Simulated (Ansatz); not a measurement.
Consider the hydrogen abstraction from the Si–H bond: `O[SiH](O)[SiH3]` + F• → `O[SiH](O)[SiH2]`• + H–F.

Computed with Ansatz on PBE0-D4/def2-TZVP structures; ΔE is electronic, products minus reactants. CCSD(T)/CBS adds triple-zeta CCSD(T) − MP2 to the extrapolated MP2 energy (def2 sets, frozen cores). This one scheme is used for every species, atoms too. Functionals use def2-TZVPP. B3LYP here is the variant with VWN-RPA as its local correlation; programs differ in this. HSE06 is defined as in plane-wave codes. No spin–orbit coupling; open shells (•) take unrestricted orbitals. Spin–orbit coupling would lower the free atoms: a little for F. One conformer a species, not always the lowest.

Task: Is it downhill or uphill in electronic energy at CCSD(T)/CBS, and by how much? (Estimate.)

Result: Ansatz gave: Downhill: ΔE = -204.2 kJ/mol.

Task: What do these levels give: BLYP-D4, B3LYP-D4, r2SCANh-D4, HSE06-D4, BHLYP-D4, ωB97X-V, PBE-QIDH, revPBE, BLYP, r2SCANh, r2SCAN0, MP2/def2-TZVPP? (Estimate.)

Result: Computed: BLYP-D4 -209.4, B3LYP-D4 -194.9, r2SCANh-D4 -198.2, HSE06-D4 -200.2, BHLYP-D4 -162.8, ωB97X-V -184.5, PBE-QIDH -193.5, revPBE -213.0, BLYP -209.9, r2SCANh -198.3, r2SCAN0 -188.0, MP2/def2-TZVPP -219.7 kJ/mol.

Largest T1 diagnostic among the species: 0.014.

In def2-TZVPP, CCSD(T) changes the Hartree–Fock value by −95.6 kJ/mol (the triples alone add −6.9 kJ/mol) and MP2 by −122.9 kJ/mol. From BLYP to BHLYP (50 % exact exchange), in def2-TZVPP and without D4, ΔE moves by +47.2 kJ/mol. At CCSD(T), def2-SVP lies +37.7 kJ/mol from the extrapolated value and def2-TZVPP +11.7 kJ/mol.
